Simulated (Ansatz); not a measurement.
# Which method gave which barrier?

Saddle point of SiH6ClOF, singlet (SiH₃Cl ([SiH3][Cl]) + H₂O + HF → SiH₃ClO ([OH][SiH2][Cl]) + HF + H₂; bonds formed: Si1–O7, H2–H8, H6–F9; bonds broken: Si1–H2, H6–O7, H8–F9), PBE0-D4/def2-TZVP structure:

```
atom    x (Å)    y (Å)    z (Å)
 Si1  -0.7659   0.6227   0.0401
  H2  -0.2137  -0.5147   1.1821
  H3  -0.9865   1.5692  -1.1011
  H4  -2.0925  -0.0111   0.2188
 Cl5  -0.1867   2.0497   1.4278
  H6   1.0643  -0.9487  -0.4899
  O7   0.3819  -0.2828  -1.0156
  H8   0.6047  -1.0668   1.0190
  F9   1.4972  -1.5925   0.5192
 H10   0.6973   0.1750  -1.8002
```

Computed with Ansatz 0.2.0 (basis: def2-TZVPP, with def2-QZVPP for the basis limit); correlated methods freeze the cores. Extrapolation: Hartree–Fock as exp(−7.88 √X), correlation as X^−2.97. Four methods, as single points on the PBE0-D4 structures, gave these electronic barriers from the start structure: 0.861, 0.924, 1.328, 2.063 eV.

Q: The methods were, in alphabetical order, CCSD(T), HF, PBE-D4, r2SCAN-D4. Which gave which? (A judgement: the text doesn't fix the answer.)

A: Computed: PBE-D4 0.861; r2SCAN-D4 0.924; CCSD(T) 1.328; HF 2.063 eV. For comparison, CCSD(T) at an estimated basis limit (MP2 extrapolated from triple and quadruple zeta, plus CCSD(T) − MP2 in triple zeta) gives 1.314 eV.

No T1 diagnostic of these runs exceeds 0.011.

Labels in which every atom is bracketed show which atoms are joined, not bond orders.

For scale, one of the runs: CCSD(T)/def2-TZVPP, 230 basis functions, launched by `ansatz run in.yaml --threads 4 --pin off --events-out ev --progress --plain --max-ram 9574MiB`. Hardware: 4 CPU threads of an Arm Neoverse V2, shared host. Wall time 91 s; peak host memory 3.9 GiB.
